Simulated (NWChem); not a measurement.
System: CH$_{2}$ClF$_{3}$Si; SMILES Cl[Si](CF)(F)F

The following NWChem deck was run.

```
start job
memory heap 200 mb stack 900 mb global 1100 mb
geometry units angstroms noautoz
  F     -0.451540    -2.547678     0.000000
  C     -1.047642    -1.310977     0.000000
  Si     0.239497     0.047052     0.000000
  F      1.189418    -0.048660     1.289074
  F      1.189418    -0.048660    -1.289074
  Cl    -0.692964     1.857479     0.000000
  H     -1.695742    -1.206438     0.888721
  H     -1.695742    -1.206438    -0.888721
end
basis spherical
  * library 6-31g*
end
dft
  xc rpbe cpbe96
  iterations 150
  mulliken
end
task dft energy
```

Parts of the log:

```
             Northwest Computational Chemistry Package (NWChem) 7.3.0
             --------------------------------------------------------

 CS  symmetry detected

                             Geometry "geometry" -> ""
                             -------------------------

 Output coordinates in angstroms (scale by  1.889725989 to convert to a.u.)

  No.       Tag          Charge          X              Y              Z
 ---- ---------------- ---------- -------------- -------------- --------------
    1 F                    9.0000    -0.50380359    -2.50770902     0.00000000
    2 C                    6.0000    -1.06834736    -1.25628691     0.00000000
    3 Si                  14.0000     0.25282129     0.06865949     0.00000000
    4 F                    9.0000     1.20000916    -0.05111458     1.28907400
    5 F                    9.0000     1.20000916    -0.05111458    -1.28907400
    6 Cl                  17.0000    -0.63342186     1.90215411     0.00000000
    7 H                    1.0000    -1.71358745    -1.13534377     0.88872100
    8 H                    1.0000    -1.71358745    -1.13534377    -0.88872100

 Effective nuclear repulsion energy (a.u.)     394.6229907256

      Symmetry information
      --------------------

 Group name             Cs
 Group number              2
 Group order               2
 No. of unique centers     6

  pbe96 is a nonlocal functional; adding pw91lda local functional.

                                 NWChem DFT Module
                                 -----------------

 Summary of "ao basis" -> "ao basis" (spherical)
 ------------------------------------------------------------------------------
       Tag                 Description            Shells   Functions and Types
 ---------------- ------------------------------  ------  ---------------------
 F                           6-31g*                  6       14   3s2p1d
 C                           6-31g*                  6       14   3s2p1d
 Si                          6-31g*                  8       18   4s3p1d
 Cl                          6-31g*                  8       18   4s3p1d
 H                           6-31g*                  2        2   2s

      Symmetry analysis of basis
      --------------------------

        a'         62
        a"         34

            General Information
            -------------------
          SCF calculation type: DFT
          Wavefunction type:  closed shell.
          No. of atoms     :     8
          No. of electrons :    66
           Alpha electrons :    33
            Beta electrons :    33
          Charge           :     0
          Spin multiplicity:     1
          Use of symmetry is: on ; symmetry adaption is: on
          Maximum number of iterations: 150
          AO basis - number of functions:    96
                     number of shells:    44
          Convergence on energy requested:  1.00D-06
          Convergence on density requested:  1.00D-05
          Convergence on gradient requested:  5.00D-04

              XC Information
              --------------
                          RPBE Exchange Functional  1.000
            Perdew 1991 LDA Correlation Functional  1.000 local
           PerdewBurkeErnz. Correlation Functional  1.000 non-local

             Grid Information
             ----------------
          Grid used for XC integration:  medium
          Radial quadrature: Mura-Knowles
          Angular quadrature: Lebedev.
          Tag              B.-S. Rad. Rad. Pts. Rad. Cut. Ang. Pts.
          ---              ---------- --------- --------- ---------
          F                   0.50       49          11.0       434
          C                   0.70       49           9.0       434
          Si                  1.10       88           8.0       590
          Cl                  1.00       88           9.0       590
          H                   0.35       45          10.0       434
          Grid pruning is: on
          Number of quadrature shells:   368
          Spatial weights used:  Erf1

      Superposition of Atomic Density Guess
      -------------------------------------

 Sum of atomic energies:       -1085.04160553

      Non-variational initial energy
      ------------------------------

 Total energy =   -1086.546158
 1-e energy   =   -2291.451700
 2-e energy   =     810.282551
 HOMO         =      -0.358287
 LUMO         =       0.072950

      Symmetry analysis of molecular orbitals - initial
      -------------------------------------------------

  Numbering of irreducible representations:

     1 a'          2 a"

  Orbital symmetries:

     1 a'          2 a'          3 a'          4 a"          5 a'
     6 a'          7 a'          8 a'          9 a'         10 a"
    11 a'         12 a"         13 a'         14 a'         15 a'
    16 a'         17 a"         18 a'         19 a'         20 a'
    21 a"         22 a'         23 a'         24 a'         25 a"
    26 a"         27 a'         28 a"         29 a'         30 a"
    31 a'         32 a"         33 a'         34 a'         35 a'
    36 a"         37 a'         38 a"         39 a'         40 a'
    41 a'         42 a'         43 a"

     ---------------------------------------------
      Total Density - Mulliken Population Analysis
     ---------------------------------------------

    Atom       Charge   Shell Charges
 -----------   ------   -------------------------------------------------------
    1 F    9     9.48   2.00  0.94  3.41  1.00  2.11  0.01
    2 C    6     6.05   2.00  0.69  1.72  0.62  0.97  0.05
    3 Si  14    12.29   2.00  2.00  5.97  0.77  1.01  0.12  0.18  0.24
    4 F    9     9.60   2.00  0.95  3.47  1.00  2.18  0.01
    5 F    9     9.60   2.00  0.95  3.47  1.00  2.18  0.01
    6 Cl  17    17.39   2.00  2.00  5.98  1.37  3.69  0.56  1.77  0.01
    7 H    1     0.80   0.47  0.33
    8 H    1     0.80   0.47  0.33

   convergence    iter        energy       DeltaE   RMS-Dens  Diis-err
 ---------------- ----- ----------------- --------- --------- ---------
 d= 0,ls=0.0,diis     1  -1088.3740449319 -1.48D+03  2.24D-02  1.32D+00
 d= 0,ls=0.0,diis     2  -1088.0351394832  3.39D-01  1.31D-02  5.35D+00
 d= 0,ls=0.0,diis     3  -1088.5225071634 -4.87D-01  2.15D-03  3.43D-02
 d= 0,ls=0.0,diis     4  -1088.5238180843 -1.31D-03  1.26D-03  1.39D-02
 d= 0,ls=0.0,diis     5  -1088.5255946525 -1.78D-03  2.80D-04  6.64D-04
  Resetting Diis
 d= 0,ls=0.0,diis     6  -1088.5256973130 -1.03D-04  4.28D-05  2.36D-05
 d= 0,ls=0.0,diis     7  -1088.5257000016 -2.69D-06  2.33D-05  2.94D-06
 d= 0,ls=0.0,diis     8  -1088.5256994144  5.87D-07  1.49D-05  9.64D-06
 d= 0,ls=0.0,diis     9  -1088.5257002753 -8.61D-07  1.63D-06  3.79D-08

         Total DFT energy =    -1088.525700275298
      One electron energy =    -2293.384754561543
           Coulomb energy =      897.017058789274
    Exchange-Corr. energy =      -86.780995228617
 Nuclear repulsion energy =      394.622990725587

 Numeric. integr. density =       66.000001435745

                  Occupations of the irreducible representations
                  ----------------------------------------------

                     irrep           alpha         beta
                     --------     --------     --------
                     a'               23.0         23.0
                     a"               10.0         10.0

                       DFT Final Molecular Orbital Analysis
                       ------------------------------------

 Vector   31  Occ=2.000000D+00  E=-3.111688D-01  Symmetry=a"
              MO Center= -4.5D-01,  1.1D+00, -1.5D-15, r^2= 3.6D+00
   Bfn.  Coefficient  Atom+Function         Bfn.  Coefficient  Atom+Function
  ----- ------------  ---------------      ----- ------------  ---------------
    83      0.634793  6 Cl pz                87      0.333422  6 Cl pz
    79     -0.248409  6 Cl pz                 5     -0.221400  1 F  pz
     9     -0.157317  1 F  pz                49      0.118979  4 F  px
    63     -0.118979  5 F  px                50     -0.105899  4 F  py
    64      0.105899  5 F  py                53      0.088212  4 F  px

 Vector   32  Occ=2.000000D+00  E=-3.007349D-01  Symmetry=a"
              MO Center= -7.9D-01, -1.5D+00,  5.4D-16, r^2= 3.3D+00
   Bfn.  Coefficient  Atom+Function         Bfn.  Coefficient  Atom+Function
  ----- ------------  ---------------      ----- ------------  ---------------
     5      0.525630  1 F  pz                 9      0.380000  1 F  pz
    83      0.281438  6 Cl pz                19     -0.228508  2 C  pz
    94     -0.188055  7 H  s                 96      0.188055  8 H  s
    93     -0.163161  7 H  s                 95      0.163161  8 H  s
    87      0.142962  6 Cl pz                79     -0.109466  6 Cl pz

 Vector   33  Occ=2.000000D+00  E=-2.757270D-01  Symmetry=a'
              MO Center= -5.7D-01, -1.2D+00, -2.2D-13, r^2= 3.2D+00
   Bfn.  Coefficient  Atom+Function         Bfn.  Coefficient  Atom+Function
  ----- ------------  ---------------      ----- ------------  ---------------
     3      0.403741  1 F  px                 7      0.290716  1 F  px
    17     -0.265249  2 C  px                82     -0.244366  6 Cl py
     4      0.223142  1 F  py                34     -0.210232  3 Si s
    36      0.188592  3 Si py                35      0.176520  3 Si px
     8      0.169913  1 F  py                18     -0.162009  2 C  py

 Vector   34  Occ=0.000000D+00  E=-5.731824D-03  Symmetry=a'
              MO Center= -2.3D-01, -7.6D-01, -4.5D-14, r^2= 3.4D+00
   Bfn.  Coefficient  Atom+Function         Bfn.  Coefficient  Atom+Function
  ----- ------------  ---------------      ----- ------------  ---------------
    22      0.496810  2 C  py                39     -0.461316  3 Si px
     6      0.444921  1 F  s                 40      0.330991  3 Si py
    36      0.312713  3 Si py                84     -0.313329  6 Cl s
    35     -0.288991  3 Si px                 8      0.280093  1 F  py
    21     -0.270166  2 C  px                86      0.265758  6 Cl py

 Vector   35  Occ=0.000000D+00  E= 5.598440D-04  Symmetry=a'
              MO Center=  3.2D-02,  5.6D-01,  8.5D-14, r^2= 3.9D+00
   Bfn.  Coefficient  Atom+Function         Bfn.  Coefficient  Atom+Function
  ----- ------------  ---------------      ----- ------------  ---------------
    38      1.316279  3 Si s                 20     -0.706868  2 C  s
    86      0.467243  6 Cl py                84     -0.458545  6 Cl s
    34      0.455487  3 Si s                 52     -0.320480  4 F  s
    66     -0.320480  5 F  s                 36      0.305282  3 Si py
    82      0.281352  6 Cl py                80     -0.272150  6 Cl s

 Vector   36  Occ=0.000000D+00  E= 2.376286D-02  Symmetry=a"
              MO Center= -1.0D-01,  1.3D-02,  1.1D-13, r^2= 3.6D+00
   Bfn.  Coefficient  Atom+Function         Bfn.  Coefficient  Atom+Function
  ----- ------------  ---------------      ----- ------------  ---------------
    41      0.810667  3 Si pz                37      0.548755  3 Si pz
    94     -0.380942  7 H  s                 96      0.380942  8 H  s
    52     -0.351424  4 F  s                 66      0.351424  5 F  s
    87     -0.221519  6 Cl pz                83     -0.217200  6 Cl pz
    23      0.198255  2 C  pz                33     -0.176924  3 Si pz

     ---------------------------------------------
      Total Density - Mulliken Population Analysis
     ---------------------------------------------

    Atom       Charge   Shell Charges
 -----------   ------   -------------------------------------------------------
    1 F    9     9.28   2.00  0.94  3.29  1.04  2.01  0.02
    2 C    6     6.16   2.00  0.68  2.02  0.58  0.83  0.06
    3 Si  14    13.03   2.00  1.99  5.96  0.90  1.50  0.00  0.27  0.40
    4 F    9     9.32   2.00  0.94  3.30  1.02  2.06  0.01
    5 F    9     9.32   2.00  0.94  3.30  1.02  2.06  0.01
    6 Cl  17    17.22   2.00  2.00  5.97  1.41  3.65  0.54  1.64  0.02
    7 H    1     0.82   0.53  0.29
    8 H    1     0.82   0.53  0.29

     -------------------------------------------
      Total Density - Lowdin Population Analysis
     -------------------------------------------

    Atom       Charge   Shell Charges
 -----------   ------   -------------------------------------------------------
    1 F    9     9.14   1.99  0.93  3.17  0.83  2.18  0.04
    2 C    6     6.24   1.99  0.56  1.82  0.46  1.28  0.13
    3 Si  14    13.37   2.00  1.97  5.87  0.60  1.39  0.27  0.66  0.61
    4 F    9     9.21   1.99  0.93  3.16  0.85  2.25  0.02
    5 F    9     9.21   1.99  0.93  3.16  0.85  2.25  0.02
    6 Cl  17    17.12   2.00  1.99  5.91  1.17  3.38  0.64  2.00  0.02
    7 H    1     0.85   0.50  0.35
    8 H    1     0.85   0.50  0.35

     Multipole analysis of the density
     ---------------------------------

     L   x y z        total         alpha         beta         nuclear
     -   - - -        -----         -----         ----         -------
     0   0 0 0      0.000000    -33.000000    -33.000000     66.000000

     1   1 0 0     -0.710455     -0.355227     -0.355227     -0.000000
     1   0 1 0     -0.064470     -0.032235     -0.032235      0.000000
     1   0 0 1     -0.000000     -0.000000     -0.000000      0.000000

     2   2 0 0    -33.158867   -103.430171   -103.430171    173.701476
     2   1 1 0      1.053214     -2.992099     -2.992099      7.037413
     2   1 0 1      0.000000      0.000000      0.000000      0.000000
     2   0 2 0    -37.092978   -251.142859   -251.142859    465.192740
     2   0 1 1      0.000000      0.000000      0.000000      0.000000
     2   0 0 2    -34.561334    -73.507900    -73.507900    112.454465
```

Level: RPBE/6-31G* (spherical d). Coordinates come from a PBE0/def2-SVP optimisation.
